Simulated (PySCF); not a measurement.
**Polarisability and C₆ of Os⁺ (osmium, charge +1)**

[Xe] 4f14 5d6 6s1, high-spin 6D determinant. All numbers are calculated (PySCF 2.14, scalar relativity through the core potential, in aug-cc-pVTZ-PP with ECP60MDF). Coupled (time-dependent) response in atomic units; α is the mean over directions.

```csv
method,mean α (bohr³),"α xx, yy, zz",C₆ (like pair),S(−4)
UHF,34.07,"33.93, 33.93, 34.34",282.8,542.9
PBE,27.37,"27.80, 27.80, 26.50",228.6,273.1
PBE0,28.29,"28.61, 28.61, 27.64",235.2,306.3
```

S(−4) is the Cauchy moment in α(ω) = α(0) + S(−4) ω² + …

Spin-orbit coupling is absent.

α(iu) at UHF:

```tsv
u (hartree)	α(iu) (bohr³)
0	34.07
0.0500	32.78
0.100	29.61
0.200	22.31
0.300	16.88
0.500	10.88
0.750	7.336
1.00	5.412
1.50	3.366
2.00	2.306
3.00	1.269
5.00	0.5410
```

A single London oscillator, α(iu) = α/(1 + u²/ω²), gives C₆ = (3/4) ω α². Matching the computed C₆ needs ω = 4 × 282.8 / (3 × 34.07²) = 0.325 hartree.

For an ion, C₆ is the dispersion term alone; charge-induced terms of lower order in 1/R come first.

The components differ because the open shell of this determinant is not spherical; for a pure term their mean is the scalar polarisability.

Energies and moments cover only the electrons outside the core potential. Spin-orbit coupling, absent here, splits the open shell strongly.
